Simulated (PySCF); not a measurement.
C₃H₉FOSi, SMILES C(OCC)[SiH2]F.

The structure is a stationary point at PBE0-D3(BJ)/def2-SVP. This is a generated structure with no PubChem entry under its InChIKey; it may be hypothetical. The values are those of a single conformer.

Level of theory: PBE0/def2-TZVP run with PySCF.

**Question.** Estimate the frontier levels, gap, dipole moment and polarisability. (The exact figures need the calculation; the answer reports its results.)

**Answer.** 
The highest occupied level is -7.26 eV, the lowest empty level is 0.18 eV and the orbital gap comes out as 7.44 eV. The dipole moment is 1.78 D and the quadrupole, principal values (traceless, Buckingham form, about the centre of nuclear charge) is -7.79, 3.63, 4.16 D·Å. The mean static polarisability comes out as 66.7 bohr³ (9.88 Å³) and the polarisability, principal values is 59.7, 63.2, 77.2 bohr³.
